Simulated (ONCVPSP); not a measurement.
What one change does to a pseudopotential (Sn (Z = 50), ONCV)

```
Element                 : tin
Generator               : ONCVPSP 4.0.1
Type                    : optimised norm-conserving Vanderbilt (ONCV)
Functional              : PBEsol
Relativity              : scalar-relativistic
Frozen core             : [Ar] 3d10
Valence charge          : 22
Reference configuration : 4s2 4p6 4d10 5s2 5p1 (charge +1)
Partial waves           : 4s+5s: rc 1.55 bohr, ncon 3, nbas 7, qcut 10.2 1/bohr, 2 projectors; 4p+5p: rc 1.75 bohr, ncon 4, nbas 7, qcut 9.6 1/bohr, 2 projectors; 4d: rc 1.05 bohr, ncon 4, nbas 8, qcut 7.8 1/bohr, local
Local potential         : the d channel
Core correction         : Teter function, fcfact 4.5, rcfact 1.3
```

Change: d: rc 0.8.

Cutoffs: the cutoffs (Ha) at which the residual kinetic energy of the hardest occupied pseudo-wave falls to 1 and 0.1 mHa per electron; they do not see the model core or the augmentation charge, which bear on the density cutoff. Errors are all-electron minus pseudo energies relative to the spin-unpolarised reference configuration.

How do hardness, ghosts and transferability respond?

The potential gets harder (160 Ha and 210 Ha → 322 Ha and 380 Ha); of the 4 tests that both files solve, the error grows in 1 and shrinks in 0 by more than 15 % and 0.3 meV (median size 2.5 → 5.4 meV); neither file shows a bound ghost. A smaller radius makes the pseudo-wave follow the all-electron one further in, where it bends more sharply, so more plane waves are needed.

```csv
quantity,base,changed
"cutoff, loose",160 Ha,322 Ha
"cutoff, tight",210 Ha,380 Ha
loose cutoff by channel,"s 31 Ha, p 26 Ha, d 160 Ha","s 31 Ha, p 26 Ha, d 322 Ha"
bound ghosts,none,none
GHOST(+) flags under 300 eV,none,none
"error for 4s2 4p6 4d10 5s2 5p2, meV [ΔE -6.90 eV]",+1.5,+1.5
"error for 4s2 4p6 4d10 5s2 5p0, meV [ΔE 13.97 eV]",-3.4,-3.4
"error for 4s2 4p6 4d10 5s1 5p0, meV [ΔE 44.99 eV]",-12,-11
"error for 4s2 4p6 4d9 5s2 5p2, meV [ΔE 25.75 eV]",+0.7,+7.5
s: phases at 1.57 bohr within 0.05 rad from the reference energy up to (Ha; the scan ends near 5),to the end of the scan,to the end of the scan
p: phases at 1.78 bohr within 0.05 rad from the reference energy up to (Ha; the scan ends near 5),to the end of the scan,to the end of the scan
"rms error of d²Exc/dni dnj with the model core, mHa",0.63,0.60
```
